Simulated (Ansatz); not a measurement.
Consider the formal exchange of groups at a B–Se bond: `CC[Se]BF` + `C=CN(C)C` → `CN(C)BF` + `C=C[Se]CC`.

Computed with Ansatz on PBE0-D4/def2-TZVP structures; ΔE is electronic, products minus reactants. CBS: MP2 limit from def2 TZ/QZ plus the TZ coupled-cluster correction, frozen cores. DFT in def2-TZVPP. B3LYP here is the variant with VWN-RPA as its local correlation; programs differ in this. For Se outer-core shells are correlated without core-valence functions, which leaves a few kJ/mol of doubt a bond. Scalar relativity is left out up to krypton. Each species was taken in one conformer, which may not be the lowest.

```json
{"level": "r2SCAN-D4", "ΔE (kcal/mol)": "-12.6", "difference from CCSD(T)/CBS": "2.1"}
{"level": "r2SCAN", "ΔE (kcal/mol)": "-12.5", "difference from CCSD(T)/CBS": "2.2"}
{"level": "PBE0", "ΔE (kcal/mol)": "-12.4", "difference from CCSD(T)/CBS": "2.3"}
{"level": "B3LYP", "ΔE (kcal/mol)": "-13.7", "difference from CCSD(T)/CBS": "1.0"}
{"level": "HF/def2-TZVPP", "ΔE (kcal/mol)": "-14.3", "difference from CCSD(T)/CBS": "0.4"}
{"level": "MP2/def2-TZVPP", "ΔE (kcal/mol)": "-14.9", "difference from CCSD(T)/CBS": "-0.2"}
{"level": "SCS-MP2/def2-TZVPP", "ΔE (kcal/mol)": "-15.4", "difference from CCSD(T)/CBS": "-0.7"}
{"level": "CCSD/def2-TZVPP", "ΔE (kcal/mol)": "-15.2", "difference from CCSD(T)/CBS": "-0.5"}
{"level": "SCS-MP2/def2-QZVPP", "ΔE (kcal/mol)": "-15.3", "difference from CCSD(T)/CBS": "-0.6"}
{"level": "HF/CBS(def2)", "ΔE (kcal/mol)": "-14.5", "difference from CCSD(T)/CBS": "0.2"}
{"level": "CCSD(T)/CBS", "ΔE (kcal/mol)": "-14.7", "difference from CCSD(T)/CBS": "0"}
```

Largest T1 diagnostic among the species: 0.012.
